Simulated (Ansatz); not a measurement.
Consider the redistribution: `[SiH3][SiH2][GeH2][SiH2][GeH3]` + `[SiH3][SiH2][SiH2][GeH3]` → `[SiH3][SiH2][SiH2][SiH3]` + `[GeH3][SiH2][GeH2][SiH2][GeH3]`.

Computed with Ansatz on PBE0-D4/def2-TZVP structures; ΔE is electronic, products minus reactants. CCSD(T)/CBS adds triple-zeta CCSD(T) − MP2 to the extrapolated MP2 energy (def2 sets, frozen cores). Functionals use def2-TZVPP. For Ge outer-core shells are correlated without core-valence functions, which leaves a few kJ/mol of doubt a bond. Scalar relativity is left out up to krypton. One conformer a species, not always the lowest.

```json
{"species": "`[SiH3][SiH2][GeH2][SiH2][GeH3]`", "B97M-V energy (Eh)": "-5028.73947"}
{"species": "`[SiH3][SiH2][SiH2][GeH3]`", "B97M-V energy (Eh)": "-2950.90756"}
{"species": "`[SiH3][SiH2][SiH2][SiH3]`", "B97M-V energy (Eh)": "-1163.71277"}
{"species": "`[GeH3][SiH2][GeH2][SiH2][GeH3]`", "B97M-V energy (Eh)": "-6815.93426"}
```

Problem. Work out ΔE.

Solution. ΔE = (-1163.71277) + (-6815.93426) − (-5028.73947) − (-2950.90756) = 0.00000 Eh = 0.00 eV. CCSD(T)/CBS gives 0.00 eV.

Largest T1 diagnostic among the species: 0.014.

Leaving LDA and LC-ωPBE aside and taking each functional with its dispersion term where it has one, the values, not all of them listed here, spread over 0.00 eV, from PBE-QIDH to revPBE-D4.
